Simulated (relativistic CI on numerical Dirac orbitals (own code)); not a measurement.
**Radial parameters of Br XX**

Calculated at this level of theory: Dirac-Coulomb-Breit CI, KLI orbitals optimised for each configuration, QED by a radiative potential, unscaled Slater integrals (own radial code, finite nucleus).

Slater integrals F^k, G^k are unscaled and averaged over j, outside the closed core [Ne]; ζ comes from projecting the Hamiltonian with its Breit term on Σ l·s of the shell.

- 3s2 3p4: F^2(3p,3p) = 211280, ζ(3p) = 52522 cm⁻¹; <r>(3p) = 0.4722, <r^2>(3p) = 0.2569 (bohr units).
- 3s 3p5: G^1(3s,3p) = 269950, ζ(3p) = 52476 cm⁻¹; <r>(3s) = 0.4816, <r^2>(3s) = 0.2637, <r>(3p) = 0.4727, <r^2>(3p) = 0.2575 (bohr units).
- 3s2 3p3 3d: F^2(3p,3p) = 210980, ζ(3p) = 52435, F^2(3p,3d) = 210980, G^1(3p,3d) = 232070, G^3(3p,3d) = 153240, ζ(3d) = 5707.9 cm⁻¹; <r>(3p) = 0.4729, <r^2>(3p) = 0.2577, <r>(3d) = 0.4292, <r^2>(3d) = 0.2141 (bohr units).

Averages of the first 10 configurations, taken without configuration mixing, which lowers the lowest level and can move excited configurations by several eV; other configurations of the list can lie among them:

```json
{"Configuration": "3s2 3p4", "Parity": "even", "States": "15", "Average energy above the lowest level (eV)": "14.0"}
{"Configuration": "3s 3p5", "Parity": "odd", "States": "12", "Average energy above the lowest level (eV)": "87.2"}
{"Configuration": "3s2 3p3 3d", "Parity": "odd", "States": "200", "Average energy above the lowest level (eV)": "107.6"}
{"Configuration": "3p6", "Parity": "even", "States": "1", "Average energy above the lowest level (eV)": "169.7"}
{"Configuration": "3s 3p4 3d", "Parity": "even", "States": "300", "Average energy above the lowest level (eV)": "176.8"}
{"Configuration": "3p5 3d", "Parity": "odd", "States": "60", "Average energy above the lowest level (eV)": "255.2"}
{"Configuration": "3s 3p3 3d2", "Parity": "odd", "States": "1800", "Average energy above the lowest level (eV)": "269.7"}
{"Configuration": "3s2 3p2 3d 4p", "Parity": "odd", "States": "900", "Average energy above the lowest level (eV)": "507.7"}
{"Configuration": "3s2 3p3 4s", "Parity": "odd", "States": "40", "Average energy above the lowest level (eV)": "388.2"}
{"Configuration": "3p5 4s", "Parity": "odd", "States": "12", "Average energy above the lowest level (eV)": "537.6"}
```
